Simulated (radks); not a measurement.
Results of a calculation; reference values are marked as such.
Problem. These are the eigenvalues of the occupied orbitals of an atom or ion with whole-number occupations (eV). Code: a radial shooting solver on a logarithmic mesh with Libxc functionals. Model: Dirac Kohn-Sham, relativistic LDA (MacDonald-Vosko exchange, VWN5 correlation), spin-unpolarised, spherical densities, finite nucleus; Fermi nuclear charge, rms radius of each element as measured or else 0.836 A^(1/3) + 0.57 fm.

1s1/2: -41565.35
2s1/2: -6736.955
2p1/2: -6377.897
2p3/2: -5900.849
3s1/2: -1496.207
3p1/2: -1341.997
3p3/2: -1247.483
3d3/2: -975.9407
3d5/2: -955.4757
4s1/2: -338.1759
4p1/2: -280.0963
4p3/2: -259.2782
4d3/2: -163.1215
4d5/2: -159.3966
5s1/2: -80.9764
5p1/2: -63.9129
5p3/2: -60.3764
4f5/2: -49.3085

Which element is it, and in what charge state? The configuration may be excited. Open shells, if any, fill j = l - 1/2 first.

Solution. Z = 59, praseodymium, charge +4: Pr4+ in [Xe] 4f1. The list shows which subshells hold electrons but not how many an open one holds; the 1s level, -1527.5 hartree, gives Z - s = 55.3 by -(Z - s)^2/2, which with screening and relativity narrows Z to a few neighbours, and the depths of the outer levels then fix element, charge and occupations together.
